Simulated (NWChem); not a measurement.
Species: PbF₂, singlet; SMILES [F][Pb][F]

Computed with NWChem. Low-valent species are run as closed-shell singlets; no triplet was tried in these runs. All runs use the structure optimised with PBE0/def2-SVP. def2 effective core potentials on Pb; no spin-orbit coupling. Ions are spin-unrestricted doublets at the neutral geometry; other ion states weren't tried.

For level B3LYP/def2-SVP:

```
Quantity       Result
-------------  ------
−ε(HOMO) (eV)    8.42
```

**Question.** What are these values for level LRC-wPBEh/def2-SVP?

**Answer.** 
- −ε(HOMO) (eV) = 10.42
